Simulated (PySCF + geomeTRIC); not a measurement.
The multiplicity is imposed and other spin states were not computed.

The numbers are results of PySCF + geomeTRIC with TPSS-D3(BJ)/def2-SVP, not measurements. fastk is a local helper that only speeds up exchange builds. No frequencies were computed at this level.

```python
import json, numpy as np
from pyscf import gto, dft
from fastk import lowrank_exchange
atoms = """
Cu    -0.064407    -0.042883    -0.019634
O     -1.246797    -1.548624     0.035642
H     -1.458173    -1.590339     0.982791
H     -0.643659    -2.275459    -0.191029
C      1.126810     1.470901    -0.070051
H      2.178913     1.201490    -0.186748
H      1.088922     2.088504     0.829921
H      0.915201     2.155290    -0.893730
"""
def scf(charge, spin, dm0=None):
    mol = gto.M(atom=atoms, basis='def2-svp', ecp={}, charge=charge, spin=spin, verbose=3, max_memory=5040)
    mf = dft.KS(mol, xc='tpss').density_fit(auxbasis="def2-universal-jkfit")
    mf.disp = 'd3bj'
    mf.grids.level = 3
    mf.conv_tol = 1e-8
    mf.max_cycle = 120
    mf.level_shift = 0.25
    mf.kernel(dm0)
    if not mf.converged:
        mf = mf.newton().run(mf.mo_coeff, mf.mo_occ).undo_soscf()
    return mf
mf = scf(0, 0)
from pyscf.geomopt.geometric_solver import kernel as optimize
path = []
done, mol = optimize(mf, maxsteps=120, assert_convergence=False, callback=lambda env: path.append((env["energy"], bool(env["g_scanner"].converged))))
res = dict(converged=bool(done and path[-1][1]), energy=path[-1][0], path=[e for e, c in path], xyz=mol.atom_coords(unit="Angstrom").tolist(), nao=mol.nao)
json.dump(res, open("result.json", "w"))
```

Output:

```
converged SCF energy = -1756.57768351524
Geometry optimization cycle 1
converged SCF energy = -1756.57768351308
cycle 1: E = -1756.57768351  dE = -1756.58  norm(grad) = 0.0420934
Geometry optimization cycle 2
converged SCF energy = -1756.5810488239
cycle 2: E = -1756.58104882  dE = -0.00336531  norm(grad) = 0.0105812
Geometry optimization cycle 3
converged SCF energy = -1756.58149715895
cycle 3: E = -1756.58149716  dE = -0.000448335  norm(grad) = 0.00406992
Geometry optimization cycle 4
converged SCF energy = -1756.58155834338
cycle 4: E = -1756.58155834  dE = -6.11844e-05  norm(grad) = 0.00248619
Geometry optimization cycle 5
converged SCF energy = -1756.58158194689
cycle 5: E = -1756.58158195  dE = -2.36035e-05  norm(grad) = 0.00163365
Geometry optimization cycle 6
converged SCF energy = -1756.58159292275
cycle 6: E = -1756.58159292  dE = -1.09759e-05  norm(grad) = 0.00149329
Geometry optimization cycle 7
converged SCF energy = -1756.58160337474
cycle 7: E = -1756.58160337  dE = -1.0452e-05  norm(grad) = 0.00118791
Geometry optimization cycle 8
converged SCF energy = -1756.58160730078
cycle 8: E = -1756.5816073  dE = -3.92604e-06  norm(grad) = 0.000567387
Geometry optimization cycle 9
converged SCF energy = -1756.58160832371
cycle 9: E = -1756.58160832  dE = -1.02293e-06  norm(grad) = 0.000211196
Geometry optimization cycle 10
converged SCF energy = -1756.58160880638
cycle 10: E = -1756.58160881  dE = -4.82665e-07  norm(grad) = 0.000229991
Geometry optimization cycle 11
converged SCF energy = -1756.58160915049
cycle 11: E = -1756.58160915  dE = -3.44116e-07  norm(grad) = 0.000284821
Geometry optimization cycle 12
converged SCF energy = -1756.58160943791
cycle 12: E = -1756.58160944  dE = -2.87423e-07  norm(grad) = 0.000228475
Geometry optimization cycle 13
converged SCF energy = -1756.58160972051
cycle 13: E = -1756.58160972  dE = -2.82598e-07  norm(grad) = 0.000170859
Geometry optimization cycle 14
converged SCF energy = -1756.58161024176
cycle 14: E = -1756.58161024  dE = -5.21248e-07  norm(grad) = 0.000422191
Geometry optimization cycle 15
converged SCF energy = -1756.58161129353
cycle 15: E = -1756.58161129  dE = -1.05177e-06  norm(grad) = 0.000970738
Geometry optimization cycle 16
converged SCF energy = -1756.58161240918
cycle 16: E = -1756.58161241  dE = -1.11564e-06  norm(grad) = 0.00166856
Geometry optimization cycle 17
converged SCF energy = -1756.58161759407
cycle 17: E = -1756.58161759  dE = -5.18489e-06  norm(grad) = 0.00139551
Geometry optimization cycle 18
converged SCF energy = -1756.58162643535
cycle 18: E = -1756.58162644  dE = -8.84128e-06  norm(grad) = 0.000222177
Geometry optimization cycle 19
converged SCF energy = -1756.58162643939
cycle 19: E = -1756.58162644  dE = -4.04134e-09  norm(grad) = 7.31766e-05
<class 'geometric.internal.Distance'> : 7
<class 'geometric.internal.Angle'> : 9
<class 'geometric.internal.LinearAngle'> : 2
<class 'geometric.internal.Dihedral'> : 6
<class 'geometric.internal.TranslationX'> : 1
<class 'geometric.internal.TranslationY'> : 1
<class 'geometric.internal.TranslationZ'> : 1
<class 'geometric.internal.RotationA'> : 1
<class 'geometric.internal.RotationB'> : 1
<class 'geometric.internal.RotationC'> : 1
Step    0 : Gradient = 1.488e-02/2.654e-02 (rms/max) Energy = -1756.5776835131
Step    1 : Displace = 3.254e-02/5.089e-02 (rms/max) Trust = 1.000e-01 (=) Grad = 3.741e-03/8.871e-03 (rms/max) E (change) = -1756.5810488239 (-3.365e-03) Quality = 1.235
Step    2 : Displace = 1.802e-02/2.753e-02 (rms/max) Trust = 1.414e-01 (+) Grad = 1.439e-03/2.443e-03 (rms/max) E (change) = -1756.5814971590 (-4.483e-04) Quality = 1.178
Step    3 : Displace = 9.012e-03/1.439e-02 (rms/max) Trust = 2.000e-01 (+) Grad = 8.790e-04/1.970e-03 (rms/max) E (change) = -1756.5815583434 (-6.118e-05) Quality = 1.350
Step    4 : Displace = 6.926e-03/1.106e-02 (rms/max) Trust = 2.828e-01 (+) Grad = 5.776e-04/1.294e-03 (rms/max) E (change) = -1756.5815819469 (-2.360e-05) Quality = 1.284
Step    5 : Displace = 4.117e-03/6.582e-03 (rms/max) Trust = 3.000e-01 (+) Grad = 5.280e-04/1.162e-03 (rms/max) E (change) = -1756.5815929228 (-1.098e-05) Quality = 1.470
Step    6 : Displace = 4.763e-03/7.244e-03 (rms/max) Trust = 3.000e-01 (=) Grad = 4.200e-04/9.689e-04 (rms/max) E (change) = -1756.5816033747 (-1.045e-05) Quality = 1.319
Step    7 : Displace = 2.614e-03/4.371e-03 (rms/max) Trust = 3.000e-01 (=) Grad = 2.006e-04/4.695e-04 (rms/max) E (change) = -1756.5816073008 (-3.926e-06) Quality = 1.241
Step    8 : Displace = 1.236e-03/2.150e-03 (rms/max) Trust = 3.000e-01 (=) Grad = 7.467e-05/1.333e-04 (rms/max) E (change) = -1756.5816083237 (-1.023e-06) Quality = 1.289
Step    9 : Displace = 1.045e-03/1.823e-03 (rms/max) Trust = 3.000e-01 (=) Grad = 8.131e-05/1.814e-04 (rms/max) E (change) = -1756.5816088064 (-4.827e-07) Quality = 1.286
Step   10 : Displace = 1.166e-03/2.000e-03 (rms/max) Trust = 3.000e-01 (=) Grad = 1.007e-04/2.518e-04 (rms/max) E (change) = -1756.5816091505 (-3.441e-07) Quality = 1.093
Step   11 : Displace = 1.273e-03/2.069e-03 (rms/max) Trust = 3.000e-01 (=) Grad = 8.078e-05/1.987e-04 (rms/max) E (change) = -1756.5816094379 (-2.874e-07) Quality = 0.888
Step   12 : Displace = 1.406e-03/2.120e-03 (rms/max) Trust = 3.000e-01 (=) Grad = 6.041e-05/9.785e-05 (rms/max) E (change) = -1756.5816097205 (-2.826e-07) Quality = 0.712
Step   13 : Displace = 2.197e-03/3.431e-03 (rms/max) Trust = 3.000e-01 (=) Grad = 1.493e-04/2.777e-04 (rms/max) E (change) = -1756.5816102418 (-5.212e-07) Quality = 0.634
Step   14 : Displace = 3.939e-03/6.735e-03 (rms/max) Trust = 3.000e-01 (=) Grad = 3.432e-04/7.483e-04 (rms/max) E (change) = -1756.5816112935 (-1.052e-06) Quality = 0.570
Step   15 : Displace = 5.873e-03/1.060e-02 (rms/max) Trust = 3.000e-01 (=) Grad = 5.899e-04/1.351e-03 (rms/max) E (change) = -1756.5816124092 (-1.116e-06) Quality = 0.313
Step   16 : Displace = 2.530e-03/4.071e-03 (rms/max) Trust = 3.000e-01 (=) Grad = 4.934e-04/1.145e-03 (rms/max) E (change) = -1756.5816175941 (-5.185e-06) Quality = 1.800
Step   17 : Displace = 8.314e-03/1.246e-02 (rms/max) Trust = 3.000e-01 (=) Grad = 7.855e-05/1.642e-04 (rms/max) E (change) = -1756.5816264353 (-8.841e-06) Quality = 1.047
Step   18 : Displace = 3.513e-04/5.967e-04 (rms/max) Trust = 3.000e-01 (=) Grad = 2.587e-05/5.935e-05 (rms/max) E (change) = -1756.5816264394 (-4.041e-09) Quality = 0.053
Converged! =D
```

Cost: very roughly 5 core-minutes.
